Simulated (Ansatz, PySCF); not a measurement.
Energy difference 2 R1 → 3 P1, each structure at its B3LYP-D3(BJ)/def2-TZVP stationary point, reached from a drawn start (curvature not checked).
R1: O3 (SMILES O=[O+][O-]), charge 0, multiplicity 1.
P1, O2 (SMILES O=O) (charge 0, multiplicity 3):
```csv
atom,x (Å),y (Å),z (Å)
O,0.0000,0.0000,0.6022
O,0.0000,0.0000,-0.6022
```

P less R. No zero-point or thermal terms; singlets are restricted closed shells; open shells are unrestricted; no spin–orbit coupling.

Codes used: Ansatz (Gaussian basis) for Hartree–Fock, density functionals and correlated methods; PySCF for M06-2X. No computed number here is a measurement.

**Question.** Predict the reaction energy from SVWN5/def2-TZVPP.

**Answer.** -41.1 kcal/mol

**Question.** Predict the reaction energy from M06-2X/def2-TZVPP.

**Answer.** -104.6 kcal/mol

**Question.** What reaction energy does r2SCAN/def2-TZVPP give?

**Answer.** -86.1 kcal/mol

Ansatz is a quantum-chemistry and plane-wave program.
